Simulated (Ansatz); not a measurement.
Steps of a relaxation of Cl3HNV, SMILES `[NH]=[V]([Cl])([Cl])[Cl]` with RKS PBE0-D4/def2-TZVP.

```sh
$ ansatz run in.yaml --threads 2 --pin off --events-out ev --progress --plain --max-ram 32768MiB --backend cpu
```

```yaml
crystal:
  periodic: [false, false, false]
  atoms:
    - {symbol: N, position_ang: [-0.558522, 0.464661, 0.957839]}
    - {symbol: V, position_ang: [0.187454, -0.162263, -0.315318]}
    - {symbol: Cl, position_ang: [1.809446, -1.374355, 0.429648]}
    - {symbol: Cl, position_ang: [-1.264994, -1.345502, -1.385497]}
    - {symbol: Cl, position_ang: [0.906912, 1.485823, -1.507429]}
    - {symbol: H, position_ang: [-1.038096, 0.867636, 1.774657]}
basis:
  gaussian: {orbitals: def2-TZVP}
hamiltonian: {xc: pbe0, dispersion: d4}
relax: {f_tol: 0.005, max_steps: 150}
```

Positions (Å) and forces (eV/Å) along the path, 4 of 4 steps:

```xyz
6
step=1 energy=-64748.4436 eV
N    -0.559    0.465    0.958    0.110   -0.092   -0.190
V     0.187   -0.162   -0.315   -0.315    0.265    0.539
Cl    1.809   -1.374    0.430   -0.257    0.191   -0.141
Cl   -1.265   -1.346   -1.385    0.250    0.187    0.159
Cl    0.907    1.486   -1.507   -0.109   -0.281    0.179
H    -1.038    0.868    1.775    0.321   -0.270   -0.546
6
step=2 energy=-64748.4660 eV
N    -0.557    0.464    0.956    0.054   -0.046   -0.094
V     0.184   -0.159   -0.309   -0.135    0.114    0.231
Cl    1.795   -1.364    0.419   -0.009    0.006   -0.006
Cl   -1.249   -1.335   -1.378    0.010    0.006    0.005
Cl    0.901    1.468   -1.498   -0.003   -0.011    0.005
H    -1.031    0.862    1.763    0.083   -0.070   -0.140
6
step=3 energy=-64748.4672 eV
N    -0.556    0.463    0.954    0.021   -0.017   -0.036
V     0.182   -0.158   -0.306   -0.015    0.012    0.026
Cl    1.793   -1.362    0.420    0.004   -0.003    0.005
Cl   -1.249   -1.334   -1.376   -0.006   -0.003   -0.001
Cl    0.900    1.467   -1.497    0.001    0.006   -0.001
H    -1.028    0.859    1.758   -0.004    0.004    0.008
6
step=4 energy=-64748.4672 eV
N    -0.556    0.463    0.953    0.002   -0.001   -0.004
V     0.182   -0.158   -0.307    0.000    0.000    0.001
Cl    1.793   -1.362    0.421    0.000    0.000    0.001
Cl   -1.250   -1.334   -1.376   -0.001    0.000    0.000
Cl    0.900    1.469   -1.496    0.000    0.001    0.000
H    -1.028    0.859    1.757   -0.001    0.001    0.002
```

Run time 51 s (2 threads of a server CPU on a shared host); peak host memory 0.72 GiB.
